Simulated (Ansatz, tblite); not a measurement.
Cost and result up the ladder for [SnCl3]- (SnCl₃⁻) (4 atoms). Charge -1, multiplicity 1. Geometry: PBE-D4/def2-SVPD.

```xyz
4

Sn    0.751   -0.189   -0.499
Cl    0.241    2.232    0.086
Cl    0.536   -1.196    1.825
Cl   -1.528   -0.847   -1.412
```

Ansatz on 4 threads of Arm Neoverse V2 on a shared host; xTB runs through tblite on one thread. Times are rough, summed over both states, and most runs start from the orbitals of an earlier one. PBE0-D4/def2-TZVPD serves as the yardstick here, not as an exact answer. The other state is a doublet.

In the def2 sets Sn takes a core potential; there is no spin–orbit coupling. The xTB rows come from tblite.

Raw xTB energies of ions are shifted by several eV.

| level | functions | wall time |
| --- | --- | --- |
| GFN1-xTB | 36 | 0.006 s |
| GFN2-xTB | 36 | 0.009 s |
| PBE-D4/def2-TZVPD | 194 | 4.1 s |
| PBE0-D4/def2-TZVPD | 194 | 7 s |
| r2SCAN-D4/def2-TZVPD (with forces) | 194 | 9.3 s |

(1) Estimate what each level gives for the vertical IE (eV).

## Answers

(1) 
| level | vertical IE (eV) | difference from PBE0-D4/def2-TZVPD (eV) |
| --- | --- | --- |
| GFN1-xTB | 10.24 | 5.50 |
| GFN2-xTB | 9.27 | 4.53 |
| PBE-D4/def2-TZVPD | 4.52 | -0.22 |
| PBE0-D4/def2-TZVPD | 4.74 | 0.00 |
| r2SCAN-D4/def2-TZVPD (with forces) | 4.65 | -0.09 |
